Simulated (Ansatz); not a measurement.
CH₇BClNSi, SMILES `BN(C)[SiH2]Cl` from Hartree–Fock to CCSD(T)

```xyz
12

B    -1.076    0.332    1.217
N    -0.242    0.071    0.125
C    -0.502    0.629   -1.199
Si    1.163   -0.935    0.294
Cl    2.862    0.165   -0.072
H    -2.050    1.012    1.062
H    -0.802   -0.136    2.284
H    -1.439    1.185   -1.182
H    -0.579   -0.162   -1.951
H     0.301    1.306   -1.503
H     1.138   -1.996   -0.740
H     1.227   -1.471    1.665
```

Charge 0, multiplicity 1. Geometry: relaxed with PBE0-D4/def2-TZVP. It is one conformer, not always the lowest. Frozen core, restricted reference, the Gaussian-basis code of Ansatz. CBS rows extrapolate triple and quadruple zeta; past MP2 they add the triple-zeta difference.

| basis | HF (Eh) | MP2 corr. | CCSD corr. | (T) | CCSD(T) total |
| --- | --- | --- | --- | --- | --- |
| def2-SVP | -869.28573 | -0.62728 | -0.69019 | -0.01879 | -869.99471 |
| def2-TZVPP | -869.68524 | -0.80031 | -0.85929 | -0.03430 | -870.57883 |
| def2-QZVPP | -869.71329 | -0.86158 | – | – | – |
| CBS(def2) | -869.71715 | -0.90697 | -0.96596 | as TZ | -870.71741 |
